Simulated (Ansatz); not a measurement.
C3H5F3O can be A, `CCOC(F)(F)F`, or B, `FCCOC(F)F`.

Computed with Ansatz on PBE0-D4/def2-TZVP structures; ΔE is electronic, products minus reactants. CBS: MP2 limit from def2 TZ/QZ plus the TZ coupled-cluster correction, frozen cores. Functionals use def2-TZVPP. B3LYP here is the variant with VWN-RPA as its local correlation; programs differ in this. One conformer a species, not always the lowest.

Which isomer does CCSD(T)/CBS put lower? Give the gap. (Estimate.)

The calculation gave: A, by 16.3 kcal/mol.

Give E(B) − E(A) in kcal/mol with PBE0-D4, MP2/def2-TZVPP, PBE-D4, r2SCAN-D4, CCSD(T)/def2-SVP, B3LYP-D4, CCSD/def2-TZVPP. (An estimate is asked.)

Ansatz gave: PBE0-D4 16.8, MP2/def2-TZVPP 17.2, PBE-D4 15.4, r2SCAN-D4 17.8, CCSD(T)/def2-SVP 20.1, B3LYP-D4 14.8, CCSD/def2-TZVPP 16.6. None reverses the order clearly.

Does the order hold for the free energy at 298.15 K (harmonic terms from PBE0-D4)? (Best estimate.)

Ansatz gave: Yes: G(B) − G(A) = +16.7 kcal/mol, for one conformer each. Modes under 60 cm⁻¹, often nearly free rotors, make the harmonic entropy too high.

Largest T1 diagnostic: 0.012.

At CCSD(T), def2-SVP lies +3.8 kcal/mol from the extrapolated value and def2-TZVPP +0.3 kcal/mol. Leaving LDA and LC-ωPBE aside and taking each functional with its dispersion term where it has one, the values, not all of them listed here, spread over 5.1 kcal/mol, from BLYP-D4 to r2SCAN0-D4. LDA lies +2.3 kcal/mol from PBE without D4.
